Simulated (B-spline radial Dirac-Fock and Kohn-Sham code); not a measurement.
## Photoemission from Ne at 3080 eV, detector at θ = 45°, φ = 0°

System: atomic neon in the configuration [He] 2s2 2p6. Method: Dirac-Hartree-Slater photoionisation with a Latter tail; cross sections with all multipoles, angular parameters from the dipole term and its interference with E2. Computed with a radial B-spline solver. Thresholds are tabulated edges, those marked * orbital energies of the model. For linearly polarised light dσ/dΩ = σ/(4π) [1 + β P₂(cos θ) + (δ + γ cos²θ) sin θ cos φ], with θ from the polarisation vector and φ the angle between the beam and the projection of the electron momentum on the plane normal to the polarisation. The dipole factor is 1 + βP₂ and the non-dipole term is the rest of the bracket. Open shells are filled statistically over j.

```csv
subshell,threshold (eV),σ (kb),β,γ,δ,dipole factor,non-dipole term,dσ/dΩ (kb/sr)
1s,870.2,12.1,2.00,0.98,0.000,1.500,+0.347,1.77
2s,42.10*,0.592,2.00,1.07,0.000,1.500,+0.378,0.0884
2p1/2,18.97*,0.0340,0.43,0.64,0.161,1.107,+0.341,0.00392
2p3/2,18.86*,0.0667,0.42,0.64,0.161,1.105,+0.339,0.00766
```
